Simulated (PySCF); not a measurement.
A GIAO shielding run with PySCF 2.14 (density fitting, non-relativistic, gas phase) on `[C@@]1(C)(CN)C=C(Cl)C[SiH2]1`, C6H12ClNSi:

```
$ OMP_NUM_THREADS=1 python probes_run.py task.json out

{"job": {"kind": "nmr", "xc": "PBE0", "basis": "pcSseg-1"}, "charge": 0, "multiplicity": 1}
C     -0.548929    -1.764336    -0.138220
C     -0.218798    -0.269466    -0.140401
C     -1.404641     0.503431    -0.732340
N     -2.612959     0.265416     0.038161
C      0.998398    -0.034716    -0.994934
C      2.103464     0.405183    -0.417203
Cl     3.568432     0.685324    -1.307452
C      2.137812     0.680442     1.049833
Si     0.333014     0.374746     1.586589
H     -0.711887    -2.117243    -1.155417
H     -1.456956    -1.935548     0.432588
H      0.264035    -2.339267     0.299359
H     -1.597752     0.149006    -1.750805
H     -1.132474     1.572032    -0.796139
H     -2.488359     0.590084     0.991813
H     -3.390171     0.777227    -0.364592
H      0.939105    -0.249706    -2.051281
H      2.488505     1.695678     1.235493
H      2.850449     0.015385     1.538758
H      0.193726    -0.619052     2.650400
H     -0.322934     1.632322     1.966361
```

Hardware: 1 thread of an Arm Neoverse V2, shared host. The job also computes population analyses, field gradients, ring-centre shieldings.

Q: How large is the calculation?

A: 86 electrons, 227 basis functions and 1216 auxiliary functions.

Q: How long does it take, and how much memory does it need?

A: 44 s of wall time, with 14 SCF cycles and 5 response iterations; peak memory 1.1 GiB. Times on a shared host scatter by some tens of per cent.
